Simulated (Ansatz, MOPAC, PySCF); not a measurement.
Torsion O1–Si2–S3–H5 in H2OSSi (SMILES O[Si]S); at each angle all else is relaxed with GFN2-xTB, and the levels are single points there.
Geometry at 180° (charge 0, multiplicity 1):
```xyz
5

O     -1.098     0.259    -0.128
Si    -0.159    -0.969    -0.642
S      1.439    -0.627     0.806
H     -1.944     0.499    -0.491
H      2.180    -1.635     0.363
```

On the grid 0° to 330°, 270° is the highest and 180° the lowest point at MP2/CBS(cc-pV(T+d)Z, cc-pV(Q+d)Z) + ΔCCSD(T)/cc-pV(T+d)Z.

Frozen-core correlation. CBS(a, b) extrapolates the correlation energy as X⁻³ and adds the Hartree–Fock energy of set b. The state that PM6 reach isn't checked.

Codes used: Ansatz (Gaussian basis) for Hartree–Fock, density functionals and correlated methods; MOPAC for PM6 (differences of heats of formation); PySCF for the dispersion terms. 

### Question
Predict the energy at 270° less that at 180° from PM6.

### Answer
1.7 kcal/mol

Ansatz is a quantum-chemistry and plane-wave program.
